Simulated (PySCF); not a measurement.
TaOF2, SMILES [F][Ta]([F])=[O] (connectivity only; charge and spin as stated), neutral, multiplicity 2.

The structure is a stationary point at PBE-D3(BJ)/def2-TZVP. The multiplicity is an assumed one; other spin states were not compared. The isomer is the one that the SMILES or the coordinates give; other isomers of the formula were not compared. The def2 effective core potentials stand for the cores of Ta; spin–orbit coupling is left out.

Computed with PBE-D3(BJ)/def2-TZVP (PySCF).

Frequencies are harmonic and unscaled.

| mode | ν (cm⁻¹) | IR (km/mol) | moving atoms (share of kinetic energy) |
|---|---|---|---|
| 1 | 47 | 13.4 | F 55 %, O 23 %, Ta 23 % |
| 2 | 163 | 4.9 | F 85 %, Ta 11 % |
| 3 | 249 | 4.5 | O 66 %, F 28 % |
| 4 | 649 | 46.5 | F 96 % |
| 5 | 656 | 148.1 | F 82 %, Ta 17 % |
| 6 | 978 | 106.4 | O 92 %, Ta 8 % |
